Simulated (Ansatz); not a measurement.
Steps of a relaxation of CH7AlOSSi, SMILES `C[O][AlH][S][SiH3]` with RKS PBE-D4/def2-SVP.

```sh
$ ansatz run in.yaml --threads 4 --pin off --events-out ev --progress --plain --max-ram 10444MiB
```

```yaml
crystal:
  periodic: [false, false, false]
  atoms:
    - {symbol: C, position_ang: [-1.697500, 0.672800, 0.933700]}
    - {symbol: O, position_ang: [-0.674000, 1.495300, 1.372600]}
    - {symbol: Al, position_ang: [0.709100, 1.368900, 0.164300]}
    - {symbol: S, position_ang: [2.393800, -0.228000, 0.446200]}
    - {symbol: Si, position_ang: [1.313000, -1.606400, -0.888500]}
    - {symbol: H, position_ang: [-2.587800, 0.848000, 1.633900]}
    - {symbol: H, position_ang: [-1.449400, -0.358800, 0.900700]}
    - {symbol: H, position_ang: [-2.067100, 1.076300, -0.081400]}
    - {symbol: H, position_ang: [0.868900, 2.425100, -0.983900]}
    - {symbol: H, position_ang: [1.117300, -0.966800, -2.161500]}
    - {symbol: H, position_ang: [2.121100, -2.807800, -1.015800]}
    - {symbol: H, position_ang: [0.029600, -1.973800, -0.286400]}
basis:
  gaussian: {orbitals: def2-SVP}
hamiltonian: {xc: pbe, dispersion: d4}
relax: {f_tol: 0.03, max_steps: 200}
```

Positions (Å) and forces (eV/Å) along the path, 11 of 21 steps:

```xyz
12
step=1 energy=-28483.0920 eV
C    -1.698    0.673    0.934   -2.502    2.715   -0.234
O    -0.674    1.495    1.373    2.952    0.267   -0.928
Al    0.709    1.369    0.164   -0.041   -0.451    1.752
S     2.394   -0.228    0.446   -1.215    0.468   -0.388
Si    1.313   -1.606   -0.888    0.789    0.655    1.448
H    -2.588    0.848    1.634    0.520   -0.558   -0.579
H    -1.449   -0.359    0.901    0.204   -1.908   -0.131
H    -2.067    1.076   -0.081   -0.052   -0.896    0.503
H     0.869    2.425   -0.984   -0.112    0.158   -0.216
H     1.117   -0.967   -2.162   -0.311    0.474   -1.229
H     2.121   -2.808   -1.016    0.514   -0.726   -0.167
H     0.030   -1.974   -0.286   -0.746   -0.199    0.169
12
step=2 energy=-28483.5489 eV
C    -1.689    0.694    0.918   -0.979    0.818    0.001
O    -0.589    1.470    1.351    1.129   -0.142   -1.020
Al    0.805    1.430    0.220   -0.719   -0.202    0.780
S     2.330   -0.194    0.471   -0.244    0.057   -0.162
Si    1.311   -1.592   -0.854    0.066    0.229    0.392
H    -2.558    0.846    1.615    0.288   -0.079   -0.119
H    -1.489   -0.387    0.893    0.124   -0.482   -0.025
H    -2.091    1.009   -0.097    0.244   -0.203    0.342
H     0.856    2.470   -0.979    0.062    0.048    0.053
H     1.052   -0.997   -2.191   -0.034    0.181   -0.344
H     2.155   -2.805   -1.012    0.217   -0.152    0.008
H    -0.017   -2.001   -0.302   -0.154   -0.073    0.093
12
step=4 energy=-28483.6967 eV
C    -1.788    0.738    0.947    0.238   -0.063    0.365
O    -0.560    1.410    1.239   -0.557   -0.429   -0.388
Al    0.805    1.368    0.189    0.049    0.223   -0.071
S     2.330   -0.205    0.457    0.151   -0.104    0.060
Si    1.370   -1.606   -0.872   -0.056   -0.065   -0.129
H    -2.555    1.001    1.710    0.064    0.037   -0.025
H    -1.680   -0.380    0.969    0.019    0.267    0.026
H    -2.208    1.009   -0.050    0.005    0.075   -0.011
H     0.935    2.472   -0.951    0.051   -0.010    0.059
H     1.104   -0.987   -2.229    0.016   -0.048    0.101
H     2.284   -2.792   -1.039   -0.045    0.107    0.021
H     0.040   -2.082   -0.336    0.066    0.010   -0.009
12
step=10 energy=-28483.9976 eV
C    -1.837    0.670    0.814   -0.153   -0.362   -0.326
O    -0.730    1.394    0.352   -0.368   -0.073    0.016
Al    0.946    1.495    0.114    0.184    0.296   -0.095
S     2.306   -0.235    0.394    0.047    0.143    0.027
Si    1.265   -1.681   -0.828    0.002    0.099    0.041
H    -2.291    1.177    1.697   -0.001   -0.020   -0.075
H    -1.568   -0.378    1.125   -0.089    0.297   -0.091
H    -2.639    0.589    0.013    0.510    0.101    0.456
H     1.457    2.960   -0.316   -0.020   -0.350    0.112
H     0.720   -0.998   -2.069   -0.009   -0.209    0.133
H     2.303   -2.707   -1.211   -0.161    0.049   -0.021
H     0.146   -2.341   -0.052    0.058    0.028   -0.177
12
step=11 energy=-28484.0449 eV
C    -1.800    0.637    0.774   -0.124   -0.137    0.016
O    -0.737    1.423    0.337    0.146    0.116   -0.077
Al    0.946    1.551    0.127    0.015    0.031    0.016
S     2.335   -0.163    0.296    0.004    0.004   -0.011
Si    1.226   -1.661   -0.799   -0.054    0.000   -0.004
H    -2.311    1.120    1.639    0.008   -0.033   -0.005
H    -1.488   -0.386    1.087   -0.001    0.007    0.025
H    -2.560    0.520   -0.032    0.000    0.007   -0.001
H     1.512    2.997   -0.175   -0.002    0.003    0.013
H     0.595   -1.081   -2.039   -0.002   -0.009    0.022
H     2.221   -2.710   -1.204   -0.013   -0.008    0.002
H     0.139   -2.303    0.023    0.022    0.020    0.004
12
step=12 energy=-28484.0547 eV
C    -1.781    0.616    0.738    0.191    0.082   -0.024
O    -0.729    1.445    0.315   -0.152   -0.094    0.072
Al    0.958    1.601    0.167    0.054   -0.084   -0.097
S     2.356   -0.120    0.176   -0.060   -0.002   -0.034
Si    1.192   -1.672   -0.797    0.002    0.132    0.067
H    -2.311    1.080    1.599   -0.031    0.004   -0.002
H    -1.433   -0.392    1.063   -0.024   -0.005   -0.043
H    -2.524    0.480   -0.080    0.016   -0.018    0.003
H     1.525    3.064   -0.036    0.014    0.006    0.043
H     0.508   -1.154   -2.033   -0.009   -0.003   -0.001
H     2.168   -2.743   -1.186    0.008   -0.012   -0.001
H     0.147   -2.262    0.109   -0.007   -0.006    0.019
12
step=14 energy=-28484.0643 eV
C    -1.692    0.521    0.646    0.007    0.058    0.200
O    -0.630    1.386    0.378   -0.155    0.096   -0.072
Al    1.027    1.674    0.176   -0.037   -0.211    0.017
S     2.392   -0.041   -0.031    0.180   -0.027   -0.052
Si    1.075   -1.606   -0.738    0.002    0.054    0.055
H    -2.365    0.983    1.406   -0.019   -0.075   -0.045
H    -1.358   -0.466    1.047   -0.033    0.080   -0.052
H    -2.301    0.330   -0.266    0.020    0.003   -0.034
H     1.565    3.157    0.160    0.012    0.042    0.005
H     0.218   -1.146   -1.886    0.000    0.004    0.001
H     1.976   -2.714   -1.200   -0.005   -0.016   -0.021
H     0.171   -2.133    0.343    0.027   -0.008   -0.002
12
step=16 energy=-28484.0833 eV
C    -1.726    0.558    0.612   -0.068   -0.015    0.033
O    -0.642    1.419    0.430    0.075   -0.012   -0.019
Al    1.029    1.627    0.191   -0.126    0.206    0.054
S     2.449    0.005   -0.220    0.077   -0.078   -0.028
Si    1.108   -1.613   -0.719    0.082   -0.192    0.036
H    -2.434    0.982    1.359    0.018    0.002   -0.007
H    -1.423   -0.451    0.973    0.001   -0.022   -0.005
H    -2.292    0.420   -0.336   -0.006   -0.011   -0.028
H     1.566    3.112    0.284    0.030   -0.014   -0.002
H     0.098   -1.225   -1.755   -0.078    0.072   -0.065
H     1.960   -2.723   -1.258    0.059    0.006   -0.073
H     0.385   -2.167    0.472   -0.064    0.057    0.103
12
step=17 energy=-28484.0922 eV
C    -1.730    0.557    0.591   -0.006   -0.008   -0.005
O    -0.639    1.417    0.440    0.016    0.001    0.002
Al    1.028    1.643    0.202   -0.010   -0.004   -0.003
S     2.441    0.018   -0.278    0.004    0.001   -0.002
Si    1.108   -1.632   -0.704   -0.018    0.016   -0.011
H    -2.450    0.975    1.331    0.010   -0.004   -0.010
H    -1.435   -0.458    0.944   -0.005    0.001   -0.002
H    -2.278    0.430   -0.370    0.002    0.006    0.004
H     1.596    3.114    0.331   -0.003    0.002    0.006
H     0.036   -1.243   -1.688    0.009   -0.009    0.017
H     1.957   -2.715   -1.303   -0.006   -0.002    0.001
H     0.444   -2.162    0.538    0.008   -0.002    0.003
12
step=18 energy=-28484.0926 eV
C    -1.728    0.556    0.573   -0.033    0.021   -0.033
O    -0.630    1.415    0.462   -0.047   -0.044    0.007
Al    1.034    1.645    0.208    0.019   -0.017   -0.007
S     2.443    0.032   -0.331   -0.056    0.009   -0.003
Si    1.102   -1.629   -0.693   -0.062   -0.019    0.006
H    -2.467    0.966    1.301    0.051   -0.009   -0.042
H    -1.445   -0.464    0.922   -0.003    0.014   -0.012
H    -2.253    0.441   -0.406    0.043    0.013    0.073
H     1.605    3.111    0.369   -0.004    0.001    0.005
H    -0.024   -1.261   -1.632    0.086   -0.019    0.075
H     1.938   -2.705   -1.327   -0.034    0.014    0.017
H     0.502   -2.162    0.587    0.040    0.035   -0.085
12
step=21 energy=-28484.0950 eV
C    -1.734    0.553    0.559    0.002    0.007   -0.014
O    -0.614    1.383    0.488   -0.009   -0.011    0.005
Al    1.041    1.638    0.211    0.011    0.004   -0.005
S     2.444    0.054   -0.412   -0.002    0.003    0.003
Si    1.107   -1.625   -0.683   -0.001   -0.004   -0.015
H    -2.461    0.952    1.302   -0.002    0.001    0.003
H    -1.482   -0.489    0.861    0.005    0.001    0.000
H    -2.257    0.498   -0.422   -0.005   -0.001    0.005
H     1.603    3.104    0.410    0.001   -0.003    0.004
H    -0.042   -1.285   -1.593    0.000   -0.002    0.003
H     1.922   -2.719   -1.311   -0.002    0.002    0.006
H     0.550   -2.121    0.624    0.003    0.002    0.005
```

Hardware: 4 threads of an Arm Neoverse V1 on a shared host. Wall time 34 s, peak host memory 0.19 GiB.
